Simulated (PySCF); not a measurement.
SMILES [SiH2](CC#C)F (C₃H₅FSi) at its B3LYP/def2-SVP optimised geometry (Å):

```
10

C      1.9383    -0.9143     0.0004
C      0.7277    -0.9842     0.0000
C     -0.7289    -0.9842     0.0000
Si    -1.3809     0.7931     0.0000
F     -3.0112     0.7231     0.0213
H      3.0112    -0.8767     0.0012
H     -1.1251    -1.5097     0.8871
H     -1.1250    -1.5104    -0.8867
H     -0.9314     1.5104     1.2202
H     -0.9627     1.4991    -1.2380
```

Computed with B3LYP/def2-TZVP in PySCF.

Map of the log10 of the electron density (e/bohr³), floored at −4 on the plane z = 0.8 Å:

```
|0000000000000000000000000000000|
|0000000000000000000000000000000|
|0000000000000000000000000000000|
|0000000000000000000000000000000|
|0000000000000000000000000000000|
|0000000000000000000000000000000|
|0000000000011110000000000000000|
|0000000001233321000000000000000|
|0000001123345443200000000000000|
|0000123334566654310000000000000|
|0001234455678765320000000000000|
|0002356666788875421110000000000|
|0002467777788875432222100000000|
|0013568877778765433333221000000|
|0002467776677765445554432100000|
|0002356665667765566665544210000|
|0001234545667776677777655320000|
|0000123334678877778887765421000|
|0000001234689887788887765420000|
|0000000124689877777777654320000|
|0000000024678866666665543210000|
|0000000013466654455554432100000|
|0000000002344443333333221000000|
|0000000000122221122222100000000|
|0000000000001100001110000000000|
|0000000000000000000000000000000|
|0000000000000000000000000000000|
|0000000000000000000000000000000|
|0000000000000000000000000000000|
|0000000000000000000000000000000|
|0000000000000000000000000000000|
```
Scale: ten equal steps from -4.00 (start of '0') to -0.436 (end of '9'), in the order '0123456789'; x runs from -5.50 to 5.50, y from -5.50 (bottom) to 5.50 (top).
